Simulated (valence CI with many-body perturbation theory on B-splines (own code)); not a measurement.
Results of a calculation; reference values are marked as such.
# Basis-set convergence for Tm XXXVII

Method: configuration interaction combined with many-body perturbation theory (CI+MBPT): five valence electrons over a frozen Dirac-Fock core [Ar] 3d10, radial functions for each j: 9 s, 9 p, 8 d, 6 f, 3 g, 1 h, with the one-electron correlation potential Σ1 (screened to all orders), the two-electron term Σ2, the three-electron term Σ3, Breit, model QED; selected single and double excitations, second order for the rest, scaled by the run's own slope (own B-spline code, finite nucleus).

No measured spectrum was set against this ion. As an estimate, large intervals hold to a few tenths of a per cent, small ones and those within an open d or f shell to about a per cent. Among the levels kept, up to 780 cm⁻¹ of a level comes from second order outside the variational space, and about a tenth of that is noise between levels of different J, which matters for small intervals.

The reference run has the lowest level (4s^2 4p1/2^2 4p3/2) J=3/2 and an ionisation energy of 1593.04 eV. Its largest variational space holds 20000 state functions.

Levels are named by their leading jj configuration (3d3/2^4 stands for four electrons in 3d with j = 3/2), which in mixed levels can hold well under half, so a name can repeat and another be missing. Letters in brackets count levels of one name in rising energy.

Changed runs:
A. basis 6 s, 6 p, 5 d, 3 f, 1 g
B. basis 5 s, 5 p, 4 d, 2 f

Excitation energies of the reference run in cm⁻¹, and shifts in cm⁻¹:

| Level | Reference | A | B |
| --- | --- | --- | --- |
| (4s^2 4p1/2 4p3/2^2) J=3/2 | 481715 | -139 | -516 |
| (4s^2 4p1/2 4p3/2^2) J=5/2 | 521365 | +5.5 | +66 |
| (4s^2 4p1/2 4p3/2^2) J=1/2 | 571146 | +67 | +324 |
| (4s^2 4p3/2^3) J=3/2 | 1059740 | -49 | -98 |
| (4s^2 4p1/2^2 4d3/2) J=3/2 | 1093660 | +116 | +657 |
| (4s 4p1/2^2 4p3/2^2) J=5/2 | 1146230 | -166 | -620 |
| (4s 4p1/2^2 4p3/2^2) J=1/2 | 1277950 | +13 | +95 |
| (4s^2 4p1/2^2 4d5/2) J=5/2 | 1279240 | +229 | +1055 |
| (4s 4p1/2^2 4p3/2^2) J=3/2 | 1297850 | +49 | +256 |
| (4s^2 4p1/2 4p3/2 4d3/2) J=3/2 [a] | 1574140 | -53 | -52 |
| (4s^2 4p1/2 4p3/2 4d3/2) J=5/2 [a] | 1576460 | +11 | +213 |
| (4s^2 4p1/2 4p3/2 4d3/2) J=1/2 [a] | 1578890 | -65 | -92 |
| Ionisation energy (eV) | 1593.04 | -0.05 | -0.18 |
